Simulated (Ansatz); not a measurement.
Calculated with Ansatz (gas phase, PBE0-D4/def2-TZVP geometries, no zero-point term in ΔE). CBS: MP2 limit from def2 TZ/QZ plus the TZ coupled-cluster correction, frozen cores. This one scheme is used for every species. DFT in def2-TZVPP. For Br outer-core shells are correlated without core-valence functions, which leaves a few kJ/mol of doubt a bond. Scalar relativity is left out up to krypton. Each species was taken in one conformer, which may not be the lowest.

Reaction (redistribution): `C[SiH](N)Br` + `F[SiH2]Cl` → `C[SiH2]Br` + `N[SiH](F)Cl`

`C[SiH](N)Br`:

Z-matrix (Å, degrees):
```
C
Si 1 1.854
H 1 1.093 2 110.6
H 1 1.093 2 110.2 3 -120.2
H 1 1.091 2 110.5 3 119.4
N 2 1.706 1 110.1 3 60.0
Br 2 2.254 1 106.8 3 -64.0
H 2 1.480 1 114.1 3 -179.0
H 6 1.008 2 119.4 1 169.7
H 6 1.008 2 119.7 1 -48.5
```

`F[SiH2]Cl`:

Z-matrix (Å, degrees):
```
Si
F 1 1.589
Cl 1 2.036 2 108.8
H 1 1.475 2 108.3 3 -118.2
H 1 1.475 2 108.3 3 118.2
```

`C[SiH2]Br`:

Cartesian coordinates in Å:
```
C 0.490 0.280 0.851
Si -0.411 -0.391 -0.628
Br -0.702 1.231 -2.129
H 0.634 -0.513 1.591
H -0.080 1.087 1.317
H 1.469 0.668 0.564
H -1.758 -0.896 -0.268
H 0.359 -1.467 -1.298
```

`N[SiH](F)Cl`:

Z-matrix (Å, degrees):
```
Si
F 1 1.593
Cl 1 2.039 2 105.8
N 1 1.685 2 114.5 3 -118.7
H 1 1.471 2 106.2 3 118.7
H 4 1.006 1 122.2 2 81.4
H 4 1.006 1 121.7 2 -76.3
```

| level | ΔE (kJ/mol) | difference from CCSD(T)/CBS |
| --- | --- | --- |
| PBE-D4 | -9.5 | 0.9 |
| r2SCANh-D4 | -11.4 | -1.0 |
| CAM-B3LYP-D4 | -11.5 | -1.1 |
| ωB97X-V | -11.5 | -1.1 |
| PBE-QIDH | -11.6 | -1.2 |
| revPBE | -9.6 | 0.8 |
| r2SCANh | -11.7 | -1.3 |
| r2SCAN0 | -12.3 | -1.9 |
| LC-ωPBE | -13.4 | -3.0 |
| HF/def2-SVP | -14.6 | -4.2 |
| MP2/def2-SVP | -11.3 | -0.9 |
| CCSD/def2-SVP | -12.3 | -1.9 |
| CCSD(T)/def2-SVP | -11.6 | -1.2 |
| CCSD(T)/def2-TZVPP | -10.4 | 0.0 |
| SCS-MP2/def2-QZVPP | -9.4 | 1.0 |
| HF/CBS(def2) | -12.5 | -2.1 |
| CCSD(T)/CBS | -10.4 | 0 |

Q: What do rigid-rotor, harmonic-oscillator terms from PBE0-D4/def2-TZVP frequencies (298.15 K, 1 bar) make of the CCSD(T)/CBS value? (An estimate is asked.)

A: Computed: ΔZPE = -1.3 kJ/mol, ΔH = -11.4 kJ/mol, ΔS = 3 J/(mol·K), ΔG = -12.3 kJ/mol.

Largest T1 diagnostic among the species: 0.010.

Leaving LDA and LC-ωPBE aside and taking each functional with its dispersion term where it has one, the values, not all of them listed here, spread over 3.9 kJ/mol, from B97M-V to BLYP-D4.
